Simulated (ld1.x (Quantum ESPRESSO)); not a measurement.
**Before and after: TM potential for oxygen**

```
Element                 : O (Z = 8)
Generator               : ld1.x (Quantum ESPRESSO) 7.5
Type                    : norm-conserving Troullier–Martins (Kleinman–Bylander form)
Functional              : LDA (PZ)
Relativity              : scalar-relativistic
Frozen core             : [He]
Valence charge          : 6
Reference configuration : 2s2 2p4
Partial waves           : 2s (bound): rc 0.90 bohr; 2p (bound): rc 2.10 bohr; 3d channel at 0.5 Ry: rc 2.00 bohr
Local potential         : the d channel
Core correction         : a·sin(br)/r model core inside 0.80 bohr
```

Change: wave 3d channel at 0.5 Ry: rc 2.00 bohr becomes 3d channel at 0.5 Ry: rc 2.76 bohr.

Cutoffs: the cutoffs (Ry, on a coarse ladder) from which the occupation-weighted sum of valence levels, in a spherical-Bessel basis at the reference potential, stays within 10 and 1 mRy of its value at 400 Ry; they do not see the model core or the augmentation charge, which bear on the density cutoff. Errors are all-electron minus pseudo energies relative to the spin-unpolarised reference configuration.

Q: Predict the effect on cutoff, ghosts and configuration errors.

A: The potential gets neither clearly harder nor softer (70 Ry and 160 Ry → 70 Ry and 160 Ry); of the 9 tests that both files solve, the error grows in 2 and shrinks in 0 by more than 15 % and 0.3 meV (median size 93.6 → 106.9 meV); neither file shows a bound ghost.

| quantity | base | changed |
| --- | --- | --- |
| cutoff, loose | 70 Ry | 70 Ry |
| cutoff, tight | 160 Ry | 160 Ry |
| bound ghosts | none | none |
| error for 2s2 2p3, meV [ΔE 16.58 eV] | +94 | +107 |
| error for 2s2 2p2, meV [ΔE 50.29 eV] | +753 | +800 |
| error for 2s2 2p1, meV [ΔE 104.26 eV] | +2814 | +2892 |
| error for 2s1 2p5, meV [ΔE 14.58 eV] | -4.9 | -4.7 |
| error for 2s2 2p3.5, meV [ΔE 6.37 eV] | +14 | +18 |
| error for 2s1 2p4, meV [ΔE 31.42 eV] | -151 | -134 |
| error for 2s2 2p0, meV [ΔE 181.21 eV] | +7411 | +7508 |
| error for 2s2 2p4 (spin-polarised), meV [ΔE -1.41 eV] | -0.7 | +0.6 |
| error for 2s2 2p3 (spin-polarised), meV [ΔE 12.57 eV] | +54 | +74 |
